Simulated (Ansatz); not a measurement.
`B/C=C/[Se][SiH3]` + `[AlH3]` → `[AlH2][Se][SiH3]` + `BC=C`  (formal exchange of groups at the Se–C bond)

Isolated molecules relaxed with PBE0-D4/def2-TZVP in Ansatz; ΔE leaves out vibrations. CCSD(T)/CBS is the MP2 limit (def2-TZVPP, def2-QZVPP) plus CCSD(T) − MP2 in def2-TZVPP, frozen cores. This one scheme is used for every species. Functionals use def2-TZVPP. B3LYP here is the variant with VWN-RPA as its local correlation; programs differ in this. For Se outer-core shells are correlated without core-valence functions, which leaves a few kJ/mol of doubt a bond. Scalar relativity is left out up to krypton. Each species was taken in one conformer, which may not be the lowest.

Q: Is it downhill or uphill in electronic energy at CCSD(T)/CBS, and by how much? (Estimate.)

A: The calculation gave: Downhill: ΔE = -39.5 kcal/mol.

Q: What do these levels give: ωB97X-V, r2SCAN, PBE0, B3LYP, CCSD(T)/def2-TZVPP, CCSD/CBS(def2)? (An estimate is asked.)

A: Ansatz gave: ωB97X-V -38.4, r2SCAN -37.7, PBE0 -38.4, B3LYP -37.4, CCSD(T)/def2-TZVPP -38.3, CCSD/CBS(def2) -40.5 kcal/mol.

Largest T1 diagnostic among the species: 0.012.

From PBE to PBE0 (25 % exact exchange), in def2-TZVPP and without D4, ΔE moves by −2.7 kcal/mol. In def2-TZVPP, CCSD(T) changes the Hartree–Fock value by +4.5 kcal/mol (the triples alone add +0.9 kcal/mol) and MP2 by +4.9 kcal/mol.
